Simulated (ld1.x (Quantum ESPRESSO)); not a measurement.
# carbon (C): variants of one RRKJ potential

Base potential:

C, norm-conserving RRKJ (Kleinman–Bylander form), made with ld1.x (Quantum ESPRESSO) 7.5 (PBE, scalar-relativistic). Core [He], reference 2s2 2p2. Waves: 2p (bound): rc 1.55 bohr; 2s (bound): rc 1.00 bohr. Local part: the s channel. Core correction: Bessel-smoothed model core inside 0.45 bohr.

Cutoffs, loose and tight: the cutoffs (Ry, on a coarse ladder) from which the occupation-weighted sum of valence levels, in a spherical-Bessel basis at the reference potential, stays within 10 and 1 mRy of its value at 400 Ry. They do not see the model core or the augmentation charge, which bear on the density cutoff. Test errors are all-electron minus pseudo excitation energies from the reference, over the configurations 2s2 2p1; 2s2 2p0; 2s1 2p0; 2s2 2p2.3; 2s2 2p1.5; 2s1 2p2; 2s0 2p4. A dash means not determined; rows that change the core or the reference have their own tests.

```csv
change,outcome,"cutoff, loose","cutoff, tight",bound ghosts,largest test error (meV)
base,generated,40 Ry,90 Ry,none,+269
wave 2s (bound): rc 1.00 bohr becomes 2s (bound): rc 0.66 bohr,generated,180 Ry,230 Ry,none,+313
wave 2s (bound): rc 1.00 bohr becomes 2s (bound): rc 0.90 bohr,generated,50 Ry,110 Ry,none,+268
wave 2s (bound): rc 1.00 bohr becomes 2s (bound): rc 1.10 bohr,generated,40 Ry,90 Ry,none,+269
wave 2s (bound): rc 1.00 bohr becomes 2s (bound): rc 1.22 bohr,generated,40 Ry,80 Ry,none,+273
wave 2s (bound): rc 1.00 bohr becomes 2s (bound): rc 1.36 bohr,generated,40 Ry,70 Ry,none,+282
wave 2s (bound): rc 1.00 bohr becomes 2s (bound): rc 1.44 bohr,generated,40 Ry,70 Ry,none,+288
```

Q: What comes out with this change to the base: wave 2s (bound): rc 1.00 bohr becomes 2s (bound): rc 0.80 bohr?

A: outcome: generated; cutoff, loose: 100 Ry; cutoff, tight: 230 Ry; bound ghosts: none; largest test error (meV): +269.

Reading the sweep of the s radius (base included, trends over the rows without a ghost): The loose cutoff falls from 180 Ry at 0.66 to 40 Ry at 1.44 bohr. A larger radius leaves more room for a smooth pseudo-wave, so fewer plane waves are needed; a smaller one forces it to follow the all-electron wave where it bends sharply. The median size of the test errors (rows with all tests solved) is not monotonic: lowest 10.3 meV at 1 bohr, highest 16.7 meV at 1.44 bohr.
